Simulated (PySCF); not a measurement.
SMILES [NH3]->[Cu+2](<-[NH3])(<-[NH3])<-[NH3] (H12CuN4 (cation, charge +2)), doublet (GFN2-xTB optimised geometry):

```
17

Cu     0.066     0.065     0.000
N     -1.961     0.030     0.379
H     -2.250     0.805     0.978
H     -2.240    -0.822     0.866
H     -2.519     0.086    -0.474
N      0.048    -1.962    -0.379
H     -0.820    -2.258    -0.825
H      0.155    -2.519     0.470
H      0.799    -2.234    -1.015
N      2.129     0.065     0.000
H      2.519     0.177    -0.937
H      2.509    -0.800     0.383
H      2.506     0.818     0.576
N      0.048     2.128     0.000
H     -0.801     2.498    -0.428
H      0.826     2.515    -0.536
H      0.107     2.519     0.941
```

Computed with unrestricted PBE0/def2-SVP run with PySCF.

Task: What are the frontier orbital energies (α orbitals alone; a β orbital can be the lowest empty one)?

Result: HOMO-2 -19.25 eV, HOMO-1 -19.25 eV, HOMO -16.76 eV, LUMO -8.50 eV, LUMO+1 -6.70 eV.

On the same geometry unrestricted PBE/def2-SVP run with PySCF gives HOMO-2 -16.60 eV, HOMO-1 -16.44 eV, HOMO -14.56 eV, LUMO -9.30 eV, LUMO+1 -7.65 eV.

Meta-Löwdin charges at PBE0/def2-SVP: Cu1 1.04, N2 -0.56, H3 0.26, H4 0.26, H5 0.27, N6 -0.56, H7 0.26, H8 0.27, H9 0.26, N10 -0.56, H11 0.27, H12 0.26, H13 0.26, N14 -0.56, H15 0.26, H16 0.26, H17 0.27.
